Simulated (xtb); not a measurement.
Job for xtb: GFN2-xTB on GaH3O2 (SMILES [OH][GaH][OH]), a point of a torsion scan.

```
$ xtb mol.xyz --gfn 2 --opt vtight --chrg 0 --uhf 0 --input xcontrol
6

O     -1.72029032    -0.46750089     0.38187619
Ga     0.03830700     0.34972991     0.55254470
O      1.46328913    -0.74044830     0.69992162
H     -1.90053221    -0.59895764    -0.57248233
H      0.16266209     1.61745059    -0.53268844
H      2.13483027    -0.65308396    -0.00627684
$constrain
  force constant=1.0
  dihedral: 4,1,2,3,270.0
$end
```

The log:

```
[...]
           -------------------------------------------------
          |                Calculation Setup                |
           -------------------------------------------------



           -------------------------------------------------
          |                 G F N 2 - x T B                 |
           -------------------------------------------------

        Reference                      10.1021/acs.jctc.8b01176
      * Hamiltonian:
        H0-scaling (s, p, d)           1.850000    2.230000    2.230000
        zeta-weighting                 0.500000
      * Dispersion:
        s8                             2.700000
        a1                             0.520000
        a2                             5.000000
        s9                             5.000000
      * Repulsion:
        kExp                           1.500000    1.000000
        rExp                           1.000000
      * Coulomb:
        alpha                          2.000000
        third order                    shell-resolved
        anisotropic                    true
        a3                             3.000000
        a5                             4.000000
        cn-shift                       1.200000
        cn-exp                         4.000000
        max-rad                        5.000000


          ...................................................
          :                      SETUP                      :
          :.................................................:
          :  # basis functions                  21          :
          :  # atomic orbitals                  20          :
          :  # shells                           10          :
          :  # electrons                        18          :
          :  max. iterations                   250          :
          :  Hamiltonian                  GFN2-xTB          :
          :  restarted?                      false          :
          :  GBSA solvation                  false          :
          :  PC potential                    false          :
          :  electronic temp.          300.0000000     K    :
          :  accuracy                    1.0000000          :
          :  -> integral cutoff          0.2500000E+02      :
          :  -> integral neglect         0.1000000E-07      :
          :  -> SCF convergence          0.1000000E-05 Eh   :
          :  -> wf. convergence          0.1000000E-03 e    :
          :  Broyden damping             0.4000000          :
          :  net charge                          0          :
          :  unpaired electrons                  0          :
          ...................................................

 iter      E             dE          RMSdq      gap      omega  full diag
   1    -10.9084939 -0.109085E+02  0.164E+01    3.98       0.0  T
   2    -10.9257042 -0.172103E-01  0.965E+00    3.44       1.0  T
   3    -10.9259204 -0.216156E-03  0.130E+00    3.55       1.0  T
   4    -10.9262526 -0.332242E-03  0.242E-01    3.47       1.0  T
   5    -10.9262708 -0.181519E-04  0.881E-02    3.49       1.0  T
   6    -10.9262741 -0.338315E-05  0.281E-02    3.49       1.5  T
   7    -10.9262742 -0.817166E-07  0.137E-02    3.49       3.0  T
   8    -10.9262743 -0.505623E-07  0.216E-03    3.49      18.9  T
   9    -10.9262743  0.128461E-08  0.111E-03    3.49      36.7  T
  10    -10.9262743 -0.245880E-08  0.178E-04    3.49     229.5  T
  11    -10.9262743 -0.875211E-11  0.133E-04    3.49     307.6  T

   *** convergence criteria satisfied after 11 iterations ***

         #    Occupation            Energy/Eh            Energy/eV
      -------------------------------------------------------------
         1        2.0000           -0.6851545             -18.6440
       ...           ...                  ...                  ...
         3        2.0000           -0.5936451             -16.1539
         4        2.0000           -0.5510714             -14.9954
         5        2.0000           -0.5297689             -14.4157
         6        2.0000           -0.4783294             -13.0160
         7        2.0000           -0.4701151             -12.7925
         8        2.0000           -0.4495118             -12.2318
         9        2.0000           -0.4441070             -12.0848 (HOMO)
        10                         -0.3158734              -8.5954 (LUMO)
        11                         -0.1167237              -3.1762
        12                         -0.0553679              -1.5066
        13                         -0.0446683              -1.2155
        14                          0.0327296               0.8906
       ...                                ...                  ...
        20                          0.9784827              26.6259
      -------------------------------------------------------------
                  HL-Gap            0.1282336 Eh            3.4894 eV
             Fermi-level           -0.3799902 Eh          -10.3401 eV

 SCC (total)  
[...]
      10                         -0.2505790              -6.8186 (LUMO)
        11                         -0.1279156              -3.4808
        12                         -0.0158338              -0.4309
        13                          0.0328005               0.8925
        14                          0.0820343               2.2323
       ...                                ...                  ...
        20                          1.2380461              33.6889
      -------------------------------------------------------------
                  HL-Gap            0.1997528 Eh            5.4355 eV
             Fermi-level           -0.3504554 Eh           -9.5364 eV

 SCC (total)                   0 d,  0 h,  0 min,  0.002 sec
 SCC setup                      ...        0 min,  0.000 sec (  3.743%)
 Dispersion                     ...        0 min,  0.000 sec (  0.778%)
 classical contributions        ...        0 min,  0.000 sec (  0.342%)
 integral evaluation            ...        0 min,  0.000 sec ( 24.744%)
 iterations                     ...        0 min,  0.001 sec ( 26.412%)
 molecular gradient             ...        0 min,  0.001 sec ( 38.769%)
 printout                       ...        0 min,  0.000 sec (  4.471%)

         :::::::::::::::::::::::::::::::::::::::::::::::::::::
         ::                     SUMMARY                     ::
         :::::::::::::::::::::::::::::::::::::::::::::::::::::
         :: total energy             -10.921639704530 Eh    ::
         :: gradient norm              0.000118540296 Eh/a0 ::
         :: HOMO-LUMO gap              5.435549147712 eV    ::
         ::.................................................::
         :: SCC energy               -10.978415526495 Eh    ::
         :: -> isotropic ES            0.072219799349 Eh    ::
         :: -> anisotropic ES          0.001214540843 Eh    ::
         :: -> anisotropic XC         -0.000198009548 Eh    ::
         :: -> dispersion             -0.001808687476 Eh    ::
         :: repulsion energy           0.056775689589 Eh    ::
         :: add. restraining           0.000000132377 Eh    ::
         :: total charge              -0.000000000000 e     ::
         :::::::::::::::::::::::::::::::::::::::::::::::::::::

           -------------------------------------------------
          |                Property Printout                |
           -------------------------------------------------

    * Orbital Energies and Occupations

         #    Occupation            Energy/Eh            Energy/eV
      -------------------------------------------------------------
         1        2.0000           -0.6833887             -18.5960
         2        2.0000           -0.6731388             -18.3170
         3        2.0000           -0.6097996             -16.5935
         4        2.0000           -0.5494820             -14.9522
         5        2.0000           -0.5031456             -13.6913
         6        2.0000           -0.4711585             -12.8209
         7        2.0000           -0.4637605             -12.6196
         8        2.0000           -0.4604122             -12.5285
         9        2.0000           -0.4503318             -12.2542 (HOMO)
        10                         -0.2505790              -6.8186 (LUMO)
        11                         -0.1279156              -3.4808
        12                         -0.0158338              -0.4309
        13                          0.0328005               0.8925
        14                          0.0820343               2.2323
        15                          0.0877988               2.3891
        16                          0.1399796               3.8090
        17                          0.1660526               4.5185
        18                          0.4664997              12.6941
        19                          0.9501553              25.8550
        20                          1.2380461              33.6889
      -------------------------------------------------------------
                  HL-Gap            0.1997528 Eh            5.4355 eV
             Fermi-level           -0.3504554 Eh           -9.5364 eV

     #   Z          covCN         q      C6AA      α(0)
     1   8 O        1.565    -0.446    21.822     6.303
     2  31 Ga       2.433     0.154   214.825    32.869
     3   8 O        1.564    -0.424    21.371     6.237
     4   1 H        0.806     0.328     0.643     1.260
     5   1 H        0.915     0.063     2.163     2.301
     6   1 H        0.807     0.325     0.651     1.267

 Mol. C6AA /au·bohr⁶  :        698.795958
 Mol. C8AA /au·bohr⁸  :      41765.286134
 Mol. α(0) /au        :         50.236455
Note: The following floating-point exceptions are signalling: IEEE_UNDERFLOW_FLAG IEEE_DENORMAL
normal termination of xtb


Wiberg/Mayer (AO) data.
largest (>0.10) Wiberg bond orders for each atom

 ---------------------------------------------------------------------------
     #   Z sym  total        # sym  WBO       # sym  WBO       # sym  WBO
 ---------------------------------------------------------------------------
     1   8 O    2.294 --     2 Ga   1.336     4 H    0.841
     2  31 Ga   3.482 --     1 O    1.336     3 O    1.302     5 H    0.779
     3   8 O    2.315 --     2 Ga   1.302     6 H    0.854     5 H    0.123
     4   1 H    0.893 --     1 O    0.841
     5   1 H    0.996 --     2 Ga   0.779     3 O    0.123
     6   1 H    0.895 --     3 O    0.854
 ---------------------------------------------------------------------------

Topologies differ in total number of bonds
Writing topology from bond orders to xtbtopo.mol

molecular dipole:
                 x           y           z       tot (Debye)
 q only:        0.176       0.349      -0.197
   full:        0.290       0.495      -0.259       1.600
molecular quadrupole (traceless):
                xx          xy          yy          xz          yz          zz
 q only:        5.720       1.849      -2.299       1.336       0.235      -3.421
  q+dip:        6.587       2.503      -2.280       1.574       0.185      -4.307
   full:        5.784       2.799      -4.333       1.163       1.495      -1.451

           -------------------------------------------------
          |                Geometry Summary                 |
           -------------------------------------------------

      molecular mass/u    :      104.7456982
   center of mass at/Å    :        0.0447049       0.0230971       0.0765121
  moments of inertia/u·Å² :        0.2211532E+02   0.7805828E+02   0.1000816E+03
rotational constants/cm⁻¹ :        0.7622605E+00   0.2159621E+00   0.1684388E+00

 * 5 selected distances

     #   Z          #   Z                                           value/Å
     1   8 O        2  31 Ga                                      1.6825334
     2  31 Ga       3   8 O                                       1.7260839 (max)
     1   8 O        4   1 H                                       0.9485288 (min)
     2  31 Ga       5   1 H                                       1.5020015
     3   8 O        6   1 H                                       0.9531678

 * 3 distinct bonds (by element types)

   Z      Z             #   av. dist./Å        max./Å        min./Å
   1 H    8 O           2     0.9508483     0.9531678     0.9485288
   1 H   31 Ga          1     1.5020015     1.5020015     1.5020015
   8 O   31 Ga          2     1.7043087     1.7260839     1.6825334


optimized geometry written to: xtbopt.xyz


           -------------------------------------------------
          | TOTAL ENERGY              -10.921639704530 Eh   |
          | GRADIENT NORM               0.000118540296 Eh/α |
          | HOMO-LUMO GAP               5.435549147712 eV   |
           -------------------------------------------------

------------------------------------------------------------------------
------------------------------------------------------------------------
 total:
 SCF:
 ANC optimizer:
```

The run finished.

Warnings raised: the energy holds the restraint's term.

Cost: roughly 0.14 core-seconds.
